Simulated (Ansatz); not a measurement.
Ansatz (a quantum-chemistry and plane-wave program) input for C4H11FSi, SMILES [C@@H]([SiH3])(F)CCC, PBE0/def2-SVPD. The structure is a stationary point at r2SCAN-D4/def2-SVP. The structure was generated by enumeration; whether it is a known compound was not checked. The values are those of a single conformer.

Ansatz 0.2 input:
```yaml
crystal:
  periodic: [false, false, false]
  atoms:
    - {symbol: C, position_ang: [-3.08650370, -0.29631914, -0.81264334]}
    - {symbol: C, position_ang: [-1.95721964, -0.01138568, 0.16925793]}
    - {symbol: C, position_ang: [-0.58888145, 0.07660352, -0.50599534]}
    - {symbol: C, position_ang: [0.54777332, 0.30072018, 0.47532345]}
    - {symbol: F, position_ang: [0.56267023, -0.75709364, 1.40602770]}
    - {symbol: Si, position_ang: [2.28941603, 0.35690493, -0.30349536]}
    - {symbol: H, position_ang: [-4.06001849, -0.35725173, -0.30195911]}
    - {symbol: H, position_ang: [-2.92586158, -1.25250945, -1.33755385]}
    - {symbol: H, position_ang: [-3.16109542, 0.49231514, -1.57998849]}
    - {symbol: H, position_ang: [-1.91323533, -0.79977350, 0.93941167]}
    - {symbol: H, position_ang: [-2.15390835, 0.93376580, 0.70864247]}
    - {symbol: H, position_ang: [-0.58035831, 0.90100041, -1.24393805]}
    - {symbol: H, position_ang: [-0.39622920, -0.85207100, -1.07554379]}
    - {symbol: H, position_ang: [0.35881683, 1.22865138, 1.05228054]}
    - {symbol: H, position_ang: [2.38365176, 1.50627742, -1.25569309]}
    - {symbol: H, position_ang: [3.30948376, 0.51792339, 0.77199820]}
    - {symbol: H, position_ang: [2.53188671, -0.91886731, -1.03862703]}
basis:
  gaussian:
    orbitals: def2-SVPD
hamiltonian:
  xc: {name: PBE0}
```

It prints:

```
WARN ansatz: RAYON_NUM_THREADS=2 ignored (pool sized by the plan → 2); use --threads N
Functional definition: PBE0
integrals: 0.17 GiB planned
1810 factors; their error is unknown
mean field: 1.54 GiB planned
mean field evaluation 1: about -14896.7430 eV, gradient 5.2e1 eV
mean field evaluation 2: about -14894.0528 eV, gradient 6.1e1 eV
mean field evaluation 4: about -14903.4088 eV, gradient 2.0e0 eV
mean field evaluation 8: about -14903.4180 eV, gradient 3.4e-2 eV
mean field evaluation 16: about -14903.4557 eV, gradient 4.2e-5 eV
mean field -14903.45566441 eV, -547.6918937420 hartree, gradient 4.2e-5 eV, S^2 0.000000; 0 other end points of the search recorded, 0 dependent functions left out
reference -14903.45570692 eV, -547.6918953042 hartree; 29, 29 occupied and 186, 186 virtual orbitals, 1810 factors
Total energy: -14903.45570692 eV, -547.6918953042 hartree
```

Self-consistency was reached.

Cost: very roughly 5 core-seconds.
